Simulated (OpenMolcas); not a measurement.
## Cl²⁺: Slater's ratio, worked from levels

```json
{
 "Program": "OpenMolcas",
 "Basis": "ANO-R1 [4s3p1d]",
 "Scalar Hamiltonian": "X2C, finite nucleus",
 "Active space": "5 electrons in 8 orbitals (3s 3p 4s 4p)",
 "State averaging": "2S+1 = 4 odd, 1 root; 2S+1 = 2 odd, 9 roots; 2S+1 = 4 even, 3 roots; 2S+1 = 2 even, 9 roots",
 "Spin-orbit coupling": "RASSI with atomic mean-field integrals over the reference wave functions, term energies averaged over their components"
}
```

Methods: CASSCF; SS-CASPT2, IPEA 0.25 Eh, imaginary shift 0.1 Eh (closed shells correlated: 2s 2p). Measured levels: Moore, Atomic Energy Levels, vol. I, NSRDS-NBS 35 (1971 reprint of NBS Circular 467, 1949).

**Slater's ratio.** With one set of orbitals, p3 has ²D° - ⁴S° = 9 F2 and ²P° - ²D° = 6 F2 (F2 = F²/25), a ratio of 2/3. Term energies are centres of gravity, weighted by 2J + 1.

```
   Source  ²D° - ⁴S°  ²P° - ⁴S°  F2 from the first  Ratio
   CASSCF      22273      30729               2475  0.380
SS-CASPT2      20926      32310               2325  0.544
 measured      18093      29875               2010  0.651
```

Energies in cm-1. A ratio away from 2/3 shows effects beyond one configuration with one set of orbitals, and in heavier atoms second-order spin-orbit shifts. In CASSCF the valence s occupation is 1.95 in ²P° against 2.00 in ²D°: mixing out of s² acts most on ²P° and pulls it down.

Term energies are means over components that CASPT2 splits; among the terms shown or strongly mixed into the levels shown the widest spread is 25 cm-1 (3s² 3p³ ²D°, SS-CASPT2). Over all roots computed the reference weight is 0.86 to 0.97 in SS-CASPT2; the roots of lowest weight are the least certain, and an intruder state may touch them. The run also gave levels led by 3s² 3p² 4p, 3s² 3p² 4s, which use shells meant for correlation; these and all levels above them are left out. Some terms miss by over 15 % even with CASPT2, which points to a basis or an active space too small for the shells correlated (holds for SS-CASPT2). Computed and measured levels are paired by configuration, term and J; levels that our copy of the source lacks, or whose pairing is in doubt (as where it misses far off the trend of its configuration), stay unpaired and out of the deviations. Only configurations of the active space appear.

° marks odd parity.
